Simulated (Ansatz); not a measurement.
`[CH3][GeH2][CH2]S`, charge 0, multiplicity 1.

(1) Give a relaxed structure at PBE0-D4/def2-TZVP (Ansatz 0.2.0). (Best estimate.)

## Answers

(1) Ansatz gave: 
Z-matrix (Å, degrees):
```
C
Ge 1 1.948
H 1 1.091 2 109.5
H 1 1.090 2 110.7 3 120.2
H 1 1.091 2 110.2 3 -119.6
C 2 1.966 1 109.8 3 53.5
H 2 1.544 1 110.7 3 -64.7
H 2 1.545 1 111.0 3 174.6
S 6 1.809 2 112.4 1 -61.6
H 6 1.092 2 108.8 1 54.7
H 6 1.091 2 111.7 1 173.2
H 9 1.343 6 97.4 2 -52.0
```
This is one stationary point; other conformers may exist.
